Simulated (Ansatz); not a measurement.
Geometry optimisation of `OB(O)SC(F)(F)F`.

```yaml
crystal:
  periodic: [false, false, false]
  atoms:
    - {symbol: O, position_ang: [0.619350, 0.070240, -2.346460]}
    - {symbol: B, position_ang: [0.352740, 0.156630, -1.038520]}
    - {symbol: O, position_ang: [0.721390, 1.194260, -0.289300]}
    - {symbol: S, position_ang: [-0.569390, -1.197910, -0.165480]}
    - {symbol: C, position_ang: [-0.641600, -0.491120, 1.507020]}
    - {symbol: F, position_ang: [0.566230, -0.296490, 2.034190]}
    - {symbol: F, position_ang: [-1.285590, 0.675390, 1.540870]}
    - {symbol: F, position_ang: [-1.293390, -1.320070, 2.318680]}
    - {symbol: H, position_ang: [0.332860, -0.696080, -2.841000]}
    - {symbol: H, position_ang: [1.197390, 1.905160, -0.719990]}
basis:
  gaussian: {orbitals: def2-TZVP}
hamiltonian: {xc: pbe0, dispersion: d4}
relax: {f_tol: 0.005, max_steps: 150}
```

```sh
$ ansatz run in.yaml --threads 2 --pin off --events-out ev --progress --plain --max-ram 32768MiB --backend cuda --devices 0, --max-vram 18GiB
```

Output, abridged:

```
Functional definition: PBE0
mean field -24818.12301499 eV, -912.0491984729 hartree, gradient 5.6e-5 eV, S^2 0.000000; 0 other end points of the search recorded, 0 dependent functions left out
relax step   1: F+E_penalty+E_count = -24818.33288704 eV  Δ(F+E_penalty+E_count) = +0.000e0 eV  max|allowed force component| = 8.014e-1 eV/Å  Δτ_max = 0.0000 Å  (29 SCF iters, accepted)
mean field -24818.17062482 eV, -912.0509481020 hartree, gradient 1.6e-5 eV, S^2 0.000000; 0 other end points of the search recorded, 0 dependent functions left out
relax step   2: F+E_penalty+E_count = -24818.37878025 eV  Δ(F+E_penalty+E_count) = -4.589e-2 eV  max|allowed force component| = 4.322e-1 eV/Å  Δτ_max = 0.0944 Å  (30 SCF iters, accepted)
mean field -24818.19046639 eV, -912.0516772660 hartree, gradient 1.8e-5 eV, S^2 0.000000; 0 other end points of the search recorded, 0 dependent functions left out
relax step   3: F+E_penalty+E_count = -24818.39791277 eV  Δ(F+E_penalty+E_count) = -1.913e-2 eV  max|allowed force component| = 1.699e-1 eV/Å  Δτ_max = 0.0793 Å  (31 SCF iters, accepted)
mean field -24818.19386742 eV, -912.0518022519 hartree, gradient 1.9e-5 eV, S^2 0.000000; 0 other end points of the search recorded, 0 dependent functions left out
relax step   4: F+E_penalty+E_count = -24818.40087089 eV  Δ(F+E_penalty+E_count) = -2.958e-3 eV  max|allowed force component| = 9.885e-2 eV/Å  Δτ_max = 0.0351 Å  (32 SCF iters, accepted)
mean field -24818.19460181 eV, -912.0518292402 hartree, gradient 1.9e-5 eV, S^2 0.000000; 0 other end points of the search recorded, 0 dependent functions left out
relax step   5: F+E_penalty+E_count = -24818.40198766 eV  Δ(F+E_penalty+E_count) = -1.117e-3 eV  max|allowed force component| = 6.109e-2 eV/Å  Δτ_max = 0.0138 Å  (32 SCF iters, accepted)
mean field -24818.19455822 eV, -912.0518276380 hartree, gradient 1.9e-5 eV, S^2 0.000000; 0 other end points of the search recorded, 0 dependent functions left out
relax step   6: F+E_penalty+E_count = -24818.40203056 eV  Δ(F+E_penalty+E_count) = -4.290e-5 eV  max|allowed force component| = 5.376e-2 eV/Å  Δτ_max = 0.0185 Å  (32 SCF iters, accepted)
mean field -24818.19481650 eV, -912.0518371298 hartree, gradient 1.9e-5 eV, S^2 0.000000; 0 other end points of the search recorded, 0 dependent functions left out
relax step   7: F+E_penalty+E_count = -24818.40236341 eV  Δ(F+E_penalty+E_count) = -3.329e-4 eV  max|allowed force component| = 1.619e-2 eV/Å  Δτ_max = 0.0138 Å  (32 SCF iters, accepted)
mean field -24818.19486260 eV, -912.0518388240 hartree, gradient 1.9e-5 eV, S^2 0.000000; 0 other end points of the search recorded, 0 dependent functions left out
relax step   8: F+E_penalty+E_count = -24818.40238760 eV  Δ(F+E_penalty+E_count) = -2.419e-5 eV  max|allowed force component| = 5.367e-3 eV/Å  Δτ_max = 0.0035 Å  (32 SCF iters, accepted)
mean field -24818.19487290 eV, -912.0518392023 hartree, gradient 1.9e-5 eV, S^2 0.000000; 0 other end points of the search recorded, 0 dependent functions left out
relax step   9: F+E_penalty+E_count = -24818.40238976 eV  Δ(F+E_penalty+E_count) = -2.164e-6 eV  max|allowed force component| = 1.353e-3 eV/Å  Δτ_max = 0.0016 Å  (34 SCF iters, accepted)
mean field -24818.19487290 eV, -912.0518392023 hartree, gradient 1.9e-5 eV, S^2 0.000000; 1 other end points of the search recorded, 0 dependent functions left out
Total energy: -24818.40241533 eV, -912.0594662460 hartree
Atom 0 at     0.629709     0.068003    -2.342103 Å, force     0.000433     0.000359    -0.000734 eV/Å
Atom 1 at     0.366762     0.204848    -1.014204 Å, force    -0.001147    -0.001353     0.001328 eV/Å
Atom 2 at     0.778117     1.299068    -0.342171 Å, force     0.000592     0.001055    -0.000519 eV/Å
Atom 3 at    -0.559890    -1.134272    -0.161057 Å, force     0.000093     0.000586     0.000077 eV/Å
Atom 4 at    -0.659817    -0.507630     1.537828 Å, force    -0.000045    -0.000698    -0.001234 eV/Å
Atom 5 at     0.532290    -0.339864     2.098905 Å, force     0.000651     0.000219     0.000071 eV/Å
Atom 6 at    -1.318792     0.642069     1.627702 Å, force    -0.000063     0.000708     0.000060 eV/Å
Atom 7 at    -1.324517    -1.416482     2.255108 Å, force    -0.000393    -0.000519     0.000522 eV/Å
Atom 8 at     0.306302    -0.735364    -2.754051 Å, force     0.000061    -0.000288    -0.000043 eV/Å
Atom 9 at     1.249827     1.919636    -0.905946 Å, force    -0.000182    -0.000068     0.000472 eV/Å
Dipole moment:     0.152813     0.018620    -0.565588 e Å
```

It took 36 s on 2 threads of an AMD EPYC 7R13 on a shared host and a share of an NVIDIA H100 80 GB, with 0.91 GiB of host memory at the peak.
